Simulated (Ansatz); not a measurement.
Consider the ligand exchange at the Al–C bond: `C#[C][AlH][CH2]C` + silanol → `C[CH2][AlH][O][SiH3]` + acetylene.

Program: Ansatz. Geometries: PBE0-D4/def2-TZVP. ΔE: electronic, gas phase. CCSD(T)/CBS adds triple-zeta CCSD(T) − MP2 to the extrapolated MP2 energy (def2 sets, frozen cores). This one scheme is used for every species. Functionals use def2-TZVPP. B3LYP here is the variant with VWN-RPA as its local correlation; programs differ in this. One conformer a species, not always the lowest.

| level | ΔE (kJ/mol) | difference from CCSD(T)/CBS |
| --- | --- | --- |
| PBE0-D4 | -95.6 | 5.7 |
| B3LYP-D4 | -104.8 | -3.5 |
| ωB97X-V | -101.4 | -0.1 |
| B2PLYP | -102.2 | -0.9 |
| PBE | -90.0 | 11.3 |
| r2SCAN | -98.5 | 2.8 |
| PBE0 | -93.3 | 8.0 |
| B3LYP | -101.1 | 0.2 |
| SCS-MP2/def2-TZVPP | -102.2 | -0.9 |
| CCSD(T)/def2-TZVPP | -100.8 | 0.5 |
| HF/def2-QZVPP | -109.3 | -8.0 |
| MP2/def2-QZVPP | -101.6 | -0.3 |
| SCS-MP2/def2-QZVPP | -103.1 | -1.8 |
| HF/CBS(def2) | -109.5 | -8.2 |
| MP2/CBS(def2) | -101.2 | 0.1 |
| CCSD/CBS(def2) | -103.7 | -2.4 |
| CCSD(T)/CBS | -101.3 | 0 |

Largest T1 diagnostic among the species: 0.013.

The D4 term adds −3.7 kJ/mol with B3LYP and −2.3 kJ/mol with PBE0; it sums over pairs of atoms, weighted by their polarisabilities, and B3LYP, whose exchange is more repulsive, gets the larger term. In def2-TZVPP, CCSD(T) changes the Hartree–Fock value by +6.6 kJ/mol (the triples alone add +2.3 kJ/mol) and MP2 by +6.8 kJ/mol. From PBE to PBE0 (25 % exact exchange), in def2-TZVPP and without D4, ΔE moves by −3.3 kJ/mol.
